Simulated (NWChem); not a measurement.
Species: C₃H₃NS₂; SMILES Sc1cncs1

```xyz
9

S     -0.0564     2.1576     0.0594
C     -0.1802     0.4100    -0.0211
C     -1.3294    -0.3442    -0.0069
N     -1.1607    -1.6932     0.0139
C      0.1016    -1.9985     0.0178
S      1.1869    -0.6565     0.0143
H      0.3345     2.3658    -1.2200
H     -2.3321     0.0878    -0.0126
H      0.4822    -3.0234     0.0165
```
Atoms are numbered in this order, from 1.

All runs: NWChem. The geometry was optimised at PBE0/def2-SVP.

For level LC-BLYP (range parameter 0.33 per bohr)/def2-SVP:

- highest occupied level (eV): -9.28
- orbital gap (eV): 10.24

Problem. How do the values read with level LRC-wPBEh/def2-SVP instead?

Solution. 
| Property | Result |
|---|---|
| highest occupied level (eV) | -8.99 |
| orbital gap (eV) | 9.47 |
